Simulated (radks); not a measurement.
Results of a calculation; reference values are marked as such.
Yb III, configuration [Xe] 4f13 6s1 (not the ground configuration).

Level of theory: Dirac Kohn-Sham, HCTH/407, spin-unpolarised, spherical densities, finite nucleus; open shells fill j = l - 1/2 first; Fermi nuclear charge, rms radius 5.3108 fm (a radial shooting solver on a logarithmic mesh with Libxc functionals).

Energy parts (hartree):
total: -14081.7770
kinetic: 15637.3081
electron-nucleus: -34903.9483
Hartree: 5487.3774
exchange-correlation: -302.5142

Orbitals (lengths in bohr, moments of r in powers of bohr; <r^-3> diverges for s and p1/2):
orbital  occ.  eigenvalue (hartree)   <1/r>       <r^4>      <r>  <r^-3>
1s1/2       2             -2247.546   80.57   7.570e-07  0.01967       -
2s1/2       2             -381.6849   19.46   0.0001157  0.08276       -
2p1/2       2             -364.2840   19.44  0.00007034  0.06872       -
2p3/2       4             -325.8126   16.69  0.00009801  0.07621   13470
3s1/2       2             -86.80511   7.135    0.004342   0.2162       -
3p1/2       2             -79.09701   7.054    0.003869   0.2060       -
3p3/2       4             -70.92342   6.348    0.004951   0.2200    2978
3d3/2       4             -57.76592   6.239    0.003430   0.1933   510.7
3d5/2       6             -55.97630   6.068    0.003700   0.1977   442.5
4s1/2       2             -17.83214   2.989      0.1049   0.4873       -
4p1/2       2             -14.70461   2.881      0.1166   0.4948       -
4p3/2       4             -12.84703   2.635      0.1498   0.5270   676.9
4d3/2       4              -7.68917   2.416      0.2033   0.5512   100.1
4d5/2       6              -7.34930   2.356      0.2206   0.5625   85.05
4f5/2       6              -1.05144   1.816       1.282   0.7210   13.53
4f7/2       7              -0.99940   1.787       1.415   0.7347   12.90
5s1/2       2              -2.82975   1.128       3.715    1.186       -
5p1/2       2              -1.95663  0.9998       6.059    1.321       -
5p3/2       4              -1.71127  0.9158       8.198    1.424   87.81
6s1/2       1              -0.63531  0.4049       177.1    3.134       -

The highest occupied level is 6s1/2 at -17.288 eV. The density falls to 0.001 e/bohr^3 at r = 4.09 bohr. Summed over all electrons, <r^2> = 43.27 bohr^2, which gives a Langevin (diamagnetic) susceptibility term of -34.3 x 10^-6 cm^3/mol. The electron density at the nucleus is 1.026e+06 e/bohr^3.
